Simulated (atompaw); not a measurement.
Reading a pseudo-wave (arsenic (As))

Columns: radius, all-electron u(r) and pseudo u(r) of the 4s shell (level -14.49 eV) of arsenic in the configuration [Ar] 3d10 4s2 4p3; PBE, scalar-relativistic, PAW (atompaw) scheme, atompaw 4.2.0.5.

```
r (bohr)  all-electron  pseudo
   0.090        0.1477  0.0987
   0.181        0.1751  0.1970
   0.271       -0.0976  0.2914
   0.362       -0.3137  0.3827
   0.452       -0.3764  0.4675
   0.542       -0.3161  0.5460
   0.633       -0.1818  0.6178
   0.723       -0.0185  0.6808
   0.813        0.1480  0.7352
   0.904        0.3036  0.7811
   0.994        0.4371  0.8174
   1.085        0.5487  0.8450
   1.175        0.6360  0.8635
   1.265        0.7017  0.8737
   1.356        0.7489  0.8762
   1.446        0.7789  0.8716
   1.537        0.7949  0.8606
   1.627        0.7990  0.8443
   1.717        0.7934  0.8234
   1.808        0.7798  0.7986
   1.898        0.7601  0.7711
   1.988        0.7357  0.7415
   2.079        0.7075  0.7101
   2.169        0.6771  0.6779
   2.260        0.6447  0.6448
   2.350        0.6118  0.6118
```

Question: How many radial nodes do the two functions have?

Answer: The all-electron 4s function has n − l − 1 = 3 (the table is too coarse to show those close to the nucleus); the pseudo-wave has 0, since the states of the same l below it are removed with the core.

Question: Is the pseudo-wave norm-conserving?

Answer: No, it belongs to a PAW set: the norm inside the radius is not constrained, and the difference is carried by the augmentation charge.
